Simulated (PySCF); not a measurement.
## Working with the constants of NaBi

ROHF-CCSD(T) constants of NaBi, ³Σ⁻ (triplet), unpaired electrons π ↑↑ (Na cc-pVDZ, Bi cc-pVDZ-PP with ECP60; scalar-relativistic core potentials (PySCF 2.14); masses 22.9898 and 208.9804 u):

* ωe: 178.5 cm⁻¹
* ωexe: 0.768 cm⁻¹
* Be: 0.086762 cm⁻¹
* αe: 0.000491 cm⁻¹
* D (centrifugal): 8.2e-08 cm⁻¹
* De to Na + Bi: 0.80 eV

Problem. Give the vibrational terms G(v) and spacings up to v = 6.

Solution. G(v) = ωe(v+½) − ωexe(v+½)².

| v | G(v) (cm⁻¹) | G(v) − G(v−1) | Bv (cm⁻¹) |
| --- | --- | --- | --- |
| 0 | 89.1 |  | 0.08652 |
| 1 | 266.0 | 177.0 | 0.08603 |
| 2 | 441.4 | 175.4 | 0.08553 |
| 3 | 615.3 | 173.9 | 0.08504 |
| 4 | 787.7 | 172.4 | 0.08455 |
| 5 | 958.5 | 170.8 | 0.08406 |
| 6 | 1127.8 | 169.3 | 0.08357 |

Problem. How well does the Morse estimate ωe²/(4ωexe) reproduce De, and what is D0?

Solution. It gives 1.29 eV, 161 % of the computed De. D0 = De − G(0) = 0.80 − 0.01 = 0.79 eV.

Correlated steps freeze 5 core orbitals. Correlated levels converge slowly with the basis: in double zeta they bind strong bonds too weakly, by up to about 1 eV, and carry superposition errors of some tenths. Spin–orbit coupling is left out, which matters for elements this heavy, above all for dissociation energies. The state is the lowest determinant that a PBE0 search found; another state may lie lower at other levels.
